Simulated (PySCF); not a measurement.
C4H8ClSi (doublet state).
Z-matrix (Å and degrees, GFN2-xTB geometry), rows numbered from 1:
```
C 
C   1  1.3605
C   2  1.3891  1  126.82
Cl  3  1.7218  2  119.74  1     2.40
C   3  1.4709  2  124.46  1   177.42
Si  5  1.9293  3  110.39  2   -93.24
H   1  1.0749  2  121.54  3    -0.54
H   1  1.0736  2  121.03  3   179.18
H   2  1.0833  1  118.53  3  -179.08
H   5  1.0898  3  109.83  2    27.20
H   5  1.0898  3  110.75  2   146.68
H   6  1.4596  5  108.74  3   -59.33
H   6  1.4620  5  107.74  3    61.22
H   6  1.4637  5  107.42  3  -179.24
```

The hyperfine couplings belong to this conformer and change with its torsions.

Identity: `C=C[C](Cl)C[SiH3]` [radical].

Computed, not measured: PySCF, UKS B3LYP, pcH-1 on C Cl H Si, non-relativistic, mean-field spin-orbit, GIAO. The structure is a single GFN2-xTB conformer in the gas phase; no vibrational or solvent corrections. Couplings are sensitive to structure, and on GFN2-xTB geometries they can be far from those on DFT ones. No stability test was run, so a lower SCF solution isn't excluded. ⟨S²⟩ is 0.773 where a pure state has 0.75.

Task: The isotropic 13C couplings are +69.7, +48.4, -45.7, -19.8 MHz. Assign them to C1; C2; C3; C5.

Result: 
```
site  a_iso (MHz)  ρ(0) (bohr⁻³)                 position  distance from C1 (Å)  spin population  largest |T| (MHz)
  C1        +48.4        +0.0431  largest spin population                  0.00            +0.61               90.7
  C2        -45.7        -0.0407           1 bond from C1                  1.36            -0.24               26.9
  C3        +69.7        +0.0618         a main spin site                  2.46            +0.59              107.4
  C5        -19.8        -0.0176           1 bond from C3                  3.81            -0.04                2.8
```

ρ(0) is the spin density at the nucleus and T the dipolar tensor; a_iso includes a spin–orbit part; entries for several nuclei are means. Largest spin populations (Mulliken): C1 (+0.61), C3 (+0.59) and C2 (-0.24). The angles at C1 add up to 360.0°, so it is planar. Main spin sites, with 60 % or more of the largest population: C1, C3; positions count bonds from the nearest.

Class means assume fast exchange of nuclei equivalent by connectivity; if that motion is slow, each nucleus keeps its own coupling. The three 1H nuclei of mean +3.3 MHz run from -2.7 to 14.5 MHz in the frozen geometry. The 1H value of +30.4 MHz is a mean of couplings from 20.4 to 40.4 MHz in this one geometry, not an average over conformers.

C3, the radical centre as drawn in `C=C[C](Cl)C[SiH3]`, holds a spin population of +0.59 out of 1.

On Arm Neoverse V2, one thread, shared host with 96 logical CPUs at a one-minute load of 68, this took 68 s of wall time (grids of density and orbitals included) and 0.88 GiB of memory at its peak.
